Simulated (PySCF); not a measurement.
NMR data simulated for an unnamed compound:

1H NMR (400 MHz, computed): δ 8.32 (m, 1H), 6.96 (m, 1H), 6.50 (m, 1H), 5.02 (s, 3H).

13C{1H} NMR (computed): δ 158.6 (C), 132.4 (CH), 122.5 (CH), 120.8 (CH).

- σ from GIAO-PBE0/pcSseg-1
- structure optimised with GFN2-xTB
- program: PySCF 2.14.0 with density-fitted response routines
- fast rotation and ring inversion assumed for equivalent nuclei, single conformer, non-relativistic, gas phase

Referencing at the same level of theory: 1H (31.72 ppm), 13C (186.93 ppm) vs TMS.

Which of these does the molecule contain: a Si–H bond, a carboxylic acid, a C≡C triple bond, a tert-butyl group, a heteroaromatic ring?

Answers


- A Si–H bond: yes (δH 5.02 (s)).
- A carboxylic acid: no.
- A C≡C triple bond: no.
- A tert-butyl group: no.
- A heteroaromatic ring: yes.

The data belong to SMILES FC(F)Oc1nccn1[SiH3], C₄H₆F₂N₂OSi; they needn't prove each group on their own.

Carbon signals by region: 4 in the sp2 and nitrile region (100–160 ppm).

Splittings by 19F in the carbon and heteronuclear signals aren't shown, as no couplings were computed. Shifts are as computed. Against solution values, carbons near 30 ppm lie about +3 ppm off and those near 130 ppm about +5 ppm. Of 1211 compounds with measured shifts, 218 miss one by over three times the rms of a fit or turn the order of signals round; such compounds aren't used in these exercises. No couplings were computed; multiplicities are counted from neighbouring protons, with m where these are inequivalent, close in shift, in a saturated or five-membered ring or joined by F or P, and br s for small geminal =CH2 splittings.
